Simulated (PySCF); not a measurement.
Molecule: `FC1CCCCC1`, C₆H₁₁F.

Bonds (- single, = double, # triple, : aromatic): F1-C2, C2-C3, C3-C4, C4-C5, C5-C6, C6-C7, C7-C2. C2 carries H8; C3 carries H9, H10; C4 carries H11, H12; C5 carries H13, H14; C6 carries H15, H16; C7 carries H17, H18. H9, H11, H13, H16, H18 are cis to F1 on the ring; H10, H12, H14, H15, H17 are trans to F1 on the ring.

Geometry PBE0-D3(BJ)/def2-SVP throughout; GIAO in PySCF 2.14, gas phase, one conformer, non-relativistic; equivalent atoms averaged; basis pcSseg-1.

(1) How do the absolute shieldings σ depend on the functional? (a selection of nuclei; ppm; last column core-seconds on 1 thread of an Arm Neoverse V1, shared host; the GGAs took longer than the global hybrids here, which isn't the general rule, and the cause wasn't traced)

(2) Which nucleus among those listed moves most, in ppm?

## Answers

(1) 
```
functional                    kind     F1     C2  C3/C7     C5  C4/C6     H8    H13  H12/H15    H14  core-s
        HF            Hartree–Fock  423.0  111.8  161.1  166.1  171.2  27.45  30.22    30.44  30.74      11
      BP86                     GGA  373.0   87.9  144.3  149.7  155.7  26.47  29.60    29.89  30.09      31
      OPBE                     GGA  374.5   97.7  152.1  156.8  162.0  26.53  29.63    29.89  30.04      33
     B97-D                     GGA  375.0   88.7  143.9  148.7  154.5  26.66  29.74    30.02  30.21      33
      PBE0           global hybrid  387.9   96.3  151.0  156.3  162.0  26.68  29.68    29.94  30.16      29
  mPW1PW91           global hybrid  388.3   95.4  150.2  155.5  161.2  26.74  29.74    30.00  30.22      25
      WP04           global hybrid  383.9   79.9  138.1  142.9  147.6  27.10  30.07    30.29  30.50      19
     B97-2           global hybrid  387.2   96.1  150.3  155.3  160.8  26.79  29.79    30.05  30.26      19
 BHandHLYP           global hybrid  400.6   97.7  151.0  156.2  161.9  26.99  29.89    30.14  30.39      25
 CAM-B3LYP  range-separated hybrid  391.7   92.9  148.4  154.2  160.1  26.75  29.75    30.01  30.24      26
```

(2) F1 (fluorine on an sp3 carbon): from 373.0 ppm with BP86 to 423.0 ppm with HF. The smallest spread is 0.55 ppm, at H12/H15. Proton shifts span only some 12 ppm, so a few tenths of a ppm matter as much there as several ppm in carbon.
